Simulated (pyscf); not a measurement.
This saddle point was located with ωB97X-D3(BJ)/def2-SVP in PySCF.

```xyz
11

C      0.1977     0.8269    -0.6613
C     -0.0741     0.1980     0.5630
C     -1.1896    -0.6184     0.8027
C     -1.7583     1.0056    -0.2358
O     -2.4298     0.7004    -1.1739
H      0.0056     0.3287    -1.6143
H      0.9154     1.6522    -0.6756
H      0.3061     0.7297     1.4482
H     -1.5658    -1.3086     0.0441
H     -1.4676    -0.8303     1.8391
H     -1.8235     1.8132     0.5001
```

Surface: singlet, charge 0. Lowest wavenumbers (cm⁻¹): 982i, 297, 373, 398, 451.

Q: Which two sides does it connect, and which bonds change?

A: `[CH2]=[CH][CH2][CH]=[O]` <-> `[CH2]=[CH][CH2][CH]=[O]`, a group migration read from left to right: C–C broken and C–C formed. At ωB97M-D3(BJ)/def2-TZVP it lies +64.8 kcal/mol from the left side and +64.8 kcal/mol from the right (each side as separated species at their lowest minima found). At the saddle there is also a short C–C contact that neither side keeps. H₂C=CH–CH₂–CH=O lies 6.8 kcal/mol over its isomer H₃C–CH=CH–CH=O, and others may lie lower still (electronic energy, ωB97M-D3(BJ)). This is the saddle that the search found; another between the same sides may lie lower.
